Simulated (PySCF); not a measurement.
Two-component Hartree-Fock for Os²⁺ (osmium, charge +2)

Start: [Xe] 4f14 5d6; 5d3/2 filled at m_j = -3/2, -1/2, +1/2, +3/2; 5d5/2 filled at m_j = +3/2, +5/2. Calculated with PySCF 2.14 in x2c-TZVPall-2c (11s11p10d2f, 108 functions): generalised Hartree-Fock with the X2C-1e Hamiltonian and a Gaussian nucleus; one run each with spin-orbit coupling (SO) switched off, then screened by Boettger's factors.

| spinor shell | electrons | ε, spin-free (eV) | ε, screened SO (eV) | weight of nominal j (screened SO) | rms radius, screened SO (bohr) |
| --- | --- | --- | --- | --- | --- |
| 1s1/2 | 2 | -74296.5 | -74271.5 | 1.000 | 0.0201 |
| 2s1/2 | 2 | -13099.6 | -13091.6 | 1.000 | 0.0809 |
| 2p1/2 | 2 | -11415.3 | -12512.6 | 1.000 | 0.0687 |
| 2p3/2 | 4 | -11415.3 | -10975.6 | 1.000 | 0.0764 |
| 3s1/2 | 2 | -3126.4 | -3123.6 | 1.000 | 0.207 |
| 3p1/2 | 2 | -2623.6 | -2865.3 | 1.000 | 0.198 |
| 3p3/2 | 4 | -2623.6 | -2524.7 | 1.000 | 0.214 |
| 3d3/2 | 4 | -2054.5 | -2097.0 | 1.000 | 0.188 |
| 3d5/2 | 6 | -2054.5 | -2023.6 | 1.000 | 0.193 |
| 4s1/2 | 2 | -707.34 | -706.35 | 1.000 | 0.459 |
| 4p1/2 | 2 | -539.56 | -596.83 | 1.000 | 0.466 |
| 4d3/2 | 4 | -326.83 | -335.71 | 0.999 | 0.519 |
| 4d5/2 | 6 | -326.83 | -319.99 | 1.000 | 0.531 |
| 5s1/2 | 2 | -124.91 | -124.65 | 1.000 | 1.08 |
| 5p1/2 | 2 | -79.323 | -89.837 | 0.677 | 1.06 |
| 4f5/2 | 6 | -88.250 | -89.442 | 0.891 | 0.690 |
| 4f7/2 | 8 | -88.250 | -86.452 | 0.991 | 0.611 |
| 5p3/2 | 4 | -79.323 | -74.688 | 0.978 | 1.28 |
| 5d3/2 | 4 | -29.266 | -29.249 | 0.722 | 1.80 |
| 5d5/2 | 2 | -29.266 | -29.231 | 0.826 | 1.82 |

**Question.** Where does 4p3/2 lie, and what is the 4p spin-orbit splitting (screened SO)?

**Answer.** At -515.77 eV, 81.069 eV above 4p1/2.

| quantity | spin-free | screened SO |
| --- | --- | --- |
| E (hartree) | -17240.19547 | -17262.91325 |
| M_J | 4 | 4 |
| ⟨J²⟩ | 20.054 | 20.058 |
| ⟨L²⟩ | 6.049 | 6.685 |
| ⟨S²⟩ | 6.005 | 5.822 |

Each row is a mean over spinors that exchange with the open shell spreads, by up to 7.800 eV (5p3/2).

Rows whose weight is well below 1 are mixtures of j = l ± 1/2: exchange outweighs spin-orbit coupling there, and the label is only the starting occupation.

⟨J²⟩ departs a little from M_J(M_J + 1) because the unrestricted spinors polarise the closed shells.

Breit and QED terms are absent; they matter most for the inner s and p1/2 levels.

Densities and radii are taken from the X2C orbitals without a picture-change correction, which distorts them close to the nucleus.

Without spin-orbit coupling the j labels of p, d and f shells carry no meaning; the spin-free column gives the mean over the occupied spinors of each nl shell.
